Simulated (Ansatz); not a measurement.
Predicting a hybrid from its neighbours: H2Se (hydrogen selenide)

H2Se: 3 atoms, total charge 0, spin state singlet. SMILES: `[SeH2]`. The shape is that of a PBE0-D4/def2-TZVP optimisation.

The HOMO–LUMO gap y, in eV, basis def2-TZVPPD; a is the functional's share of exact exchange. Programs: Ansatz 0.2.0.

```
functional  program     a  y (eV)
    revPBE   Ansatz     0    5.04
       PBE   Ansatz     0    5.05
     B3LYP   Ansatz   0.2       ?
      PBE0   Ansatz  0.25    6.98
   r2SCAN0   Ansatz  0.25    7.51
     BHLYP   Ansatz   0.5    8.50
```

**Question.** Fit y = c + s·a to the known rows and predict B3LYP.

**Answer.** 
1. Means of the 5 rows: a = 0.2000, y = 6.616.
2. Σ(Δa)² = 0.175, Σ(Δa·Δy) = 1.2565, so the slope is 1.2565/0.175 = 7.18.
3. Intercept: 6.616 − (7.18) × 0.2000 = 5.180. The largest residual of the fit is 0.54.
4. B3LYP: 5.180 + (7.18) × 0.2 = 6.62 eV.

The run gave 6.44 eV, so the prediction is off by +0.18 eV, within the largest residual. Exact exchange lowers occupied levels and raises empty ones.
